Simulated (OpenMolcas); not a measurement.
Tm2+: moving the ligands

Tm2+ with 6 ligands (bromide) in tetragonal octahedral coordination (D4h) at 2.94 Å, the axial distance 2.734 Å. A charge of +0.667 e stands 2.4 Å behind each ligand. Ligand basis ANO-RCC-VDZP.
```
Tm    0.0000    0.0000    0.0000
Br    2.9400    0.0000    0.0000
Br    0.0000    2.9400    0.0000
Br   -2.9400    0.0000    0.0000
Br    0.0000   -2.9400    0.0000
Br    0.0000    0.0000    2.7342
Br    0.0000    0.0000   -2.7342
```

- Program: OpenMolcas 26.06
- Method: CASSCF
- Basis: ANO-RCC-VDZP [7s6p4d2f1g]
- Scalar Hamiltonian: DKH2, point nucleus
- Active space: 13 electrons in 7 orbitals (4f)
- State averaging: 2S+1 = 2 odd, 7 roots
- Spin-orbit coupling: state interaction with AMFI integrals over the reference wave functions

Runs around this geometry, states (labels of D4, the rotations of D4h). Energies in cm-1 above the lowest state or level, χT in cm3 K/mol.

```
R (Å)  Ground state  First state of that spin  First gap with spin-orbit (degeneracies)  Width of lowest J  χT at 300 K
 2.81            2E                   2A2 5.3                               23.5 (2, 2)                 40        2.566
 2.94           2A2                   2E 39.2                               34.6 (2, 2)                 73        2.567
 3.04           2A2                   2E 47.4                               41.2 (2, 2)                105        2.567
```

The ground state changes within this set.

Without dynamic correlation the ligand-field splitting of an f shell can come out too small, at times by half. No measured value stands beside these numbers; the geometry was imposed, not optimised, and the real ion may take another.
